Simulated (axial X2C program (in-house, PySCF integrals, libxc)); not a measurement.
TiF⁻ at several levels of theory

Calculated with an in-house all-electron X2C program for linear molecules (integrals from PySCF). Spin-free means the one-electron spin-free X2C Hamiltonian. Basis: Ti dyall-acv3z [11s11p7d4f2g], F dyall-av3z [7s6p3d2f] (cores contracted in-house); Gaussian nuclei, density fitting, unrestricted open shells. Masses: Ti 47.948 u, F 18.998 u.

State, spin-free: M_S = 1, Λ = 0 (beyond evenly filled blocks: δ+α, δ-α); electrons by block: σα: 9, σβ: 9, π+α: 3, π+β: 3, π-α: 3, π-β: 3, δ+α: 1, δ-α: 1. Fragments: Ti + F-.

```
Hamiltonian    level  Re (Å)  ωe (cm⁻¹)  ωexe (cm⁻¹)  Be (cm⁻¹)  αe (cm⁻¹)  De (eV)  μ (D)
  spin-free     PBE0   1.816      627.7         3.99     0.3757    0.00315     3.71   4.14
  spin-free       HF   1.864      602.4         3.61     0.3566    0.00286     2.82   5.83
  spin-free     CCSD   1.865      599.0         3.75     0.3562    0.00294     3.10    n/a
  spin-free  CCSD(T)   1.862      600.6         3.84     0.3573    0.00297     3.10    n/a
  spin-free   PBEsol   1.788      654.9         4.18     0.3874    0.00323      n/a   4.12
```

Correlated methods: 12 electrons correlated (number of frozen shells: Ti 3 s, 2 p; F 1 s), 296 virtual spin orbitals or spinors in MP2, 90 natural virtuals in coupled cluster.

Dipoles are positive if F is the positive end and refer to the centre of mass.

De is counted from the lowest determinant-based energies of the atoms at the same level, without counterpoise correction. De is not given where an atomic determinant may have missed its ground term or J level, or where the truncated virtual space spoils (T). Coupled cluster ran in a truncated set of natural virtual spinors; the MP2 energy of the rest was added. (T) has no such correction and the atoms are truncated less, which lowers De at CCSD(T) by a hundredth of an eV or more. The functionals have no current-density term, which raises determinants with orbital currents, atoms included. The state is one determinant with fixed occupations, lowest in a PBE0 search at one distance only: followed along the bond, the 2c determinant Ω = 2 reaches 0.12 eV lower at PBE0, at Re = 1.859 Å, so the state shown is not the lowest. The outer-core s and p shells of the metal are frozen in the correlated rows, which leaves out core–valence correlation; for alkali and alkaline-earth bonds that tends to lengthen them. At some level and bond length an empty orbital lies below a filled one. The highest occupied level of some functionals is positive through self-interaction error; at Hartree–Fock it is bound. The determinant is spin-polarised beyond a pure state at some levels (its spin-free form has ⟨S²⟩ too high), which makes Re and μ there less reliable. The T1 diagnostic is large, a sign of multireference character. Hartree–Fock gets electron affinities wrong, so its lowest charge split need not be the true one.

No reliable constants came from CCSD (2c), CCSD(T) (2c), HF (2c), MP2 (2c), MP2 (spin-free), PBE0 (2c), PBEsol (2c): no minimum in range, unconverged points, a curve that is not smooth, a change of character along it, or the two Hamiltonians disagreeing along it.

The whole task took 4.2 min on 1 thread of Arm Neoverse V1, with other jobs on the host.
